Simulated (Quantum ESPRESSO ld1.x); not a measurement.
These are the eigenvalues of the occupied orbitals of an atom or ion with whole-number occupations (hartree). Method: Dirac Kohn-Sham, PBEsol, spin-unpolarised, spherical densities, point nucleus; computed with ld1.x of Quantum ESPRESSO 7.5.

1s1/2: -3.60459

Which element is it, and in what charge state? The configuration may be excited. Open shells, if any, fill j = l - 1/2 first.

Answer. Z = 3, lithium, charge +2: Li2+ in 1s1. The 1s level, -3.6046 hartree, gives Z - s = 2.7 by -(Z - s)^2/2, which with screening and relativity narrows Z to a few neighbours, and the depths must fix Z and the occupations together.
